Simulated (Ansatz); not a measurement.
Reaction (hydrogenolysis of a C–F bond): `F[CH2][AlH][I]` + H₂ → `[CH3][AlH][I]` + H–F

Computed with Ansatz on PBE0-D4/def2-TZVP structures; ΔE is electronic, products minus reactants. CCSD(T)/CBS is the MP2 limit (def2-TZVPP, def2-QZVPP) plus CCSD(T) − MP2 in def2-TZVPP, frozen cores. This one scheme is used for every species. Functionals use def2-TZVPP. B3LYP here is the variant with VWN-RPA as its local correlation; programs differ in this. HSE06 is defined as in plane-wave codes. def2 core potentials past Kr. For I outer-core shells are correlated without core-valence functions, which leaves a few kJ/mol of doubt a bond. One conformer a species, not always the lowest.

```csv
level,ΔE (kJ/mol),difference from CCSD(T)/CBS
LDA (SPW92),-138.0,11.3
PBE-D4,-133.4,15.9
revPBE-D4,-130.2,19.1
BLYP-D4,-124.4,24.9
r2SCAN-D4,-137.1,12.2
B97M-V,-139.2,10.1
PBE0-D4,-143.2,6.1
B3LYP-D4,-133.4,15.9
r2SCANh-D4,-140.6,8.7
r2SCAN0-D4,-145.3,4.0
HSE06-D4,-143.3,6.0
BHLYP-D4,-140.7,8.6
CAM-B3LYP-D4,-135.4,13.9
ωB97X-V,-135.5,13.8
B2PLYP,-142.0,7.3
PBE-QIDH,-152.4,-3.1
PBE,-134.7,14.6
revPBE,-134.1,15.2
BLYP,-127.2,22.1
r2SCAN,-137.4,11.9
PBE0,-144.3,5.0
B3LYP,-135.5,13.8
r2SCANh,-140.9,8.4
r2SCAN0,-145.7,3.6
HSE06,-144.3,5.0
CAM-B3LYP,-136.6,12.7
LC-ωPBE,-144.6,4.7
RPA@PBE/def2-TZVPP,-136.5,12.8
HF/def2-SVP,-142.4,6.9
MP2/def2-SVP,-146.8,2.5
HF/def2-TZVPP,-145.3,4.0
MP2/def2-TZVPP,-155.7,-6.4
SCS-MP2/def2-TZVPP,-148.1,1.2
CCSD/def2-TZVPP,-149.6,-0.3
CCSD(T)/def2-TZVPP,-147.7,1.6
HF/def2-QZVPP,-145.1,4.2
MP2/def2-QZVPP,-156.6,-7.3
SCS-MP2/def2-QZVPP,-149.4,-0.1
HF/CBS(def2),-145.1,4.2
MP2/CBS(def2),-157.4,-8.1
CCSD(T)/CBS,-149.3,0
```

Largest T1 diagnostic among the species: 0.010.

Leaving LDA and LC-ωPBE aside and taking each functional with its dispersion term where it has one, the values spread over 28.0 kJ/mol, from PBE-QIDH to BLYP-D4. LDA lies −3.2 kJ/mol from PBE without D4. From BLYP to BHLYP (50 % exact exchange), in def2-TZVPP and without D4, ΔE moves by −15.1 kJ/mol. At CCSD(T), def2-SVP lies +10.9 kJ/mol from the extrapolated value and def2-TZVPP +1.6 kJ/mol.
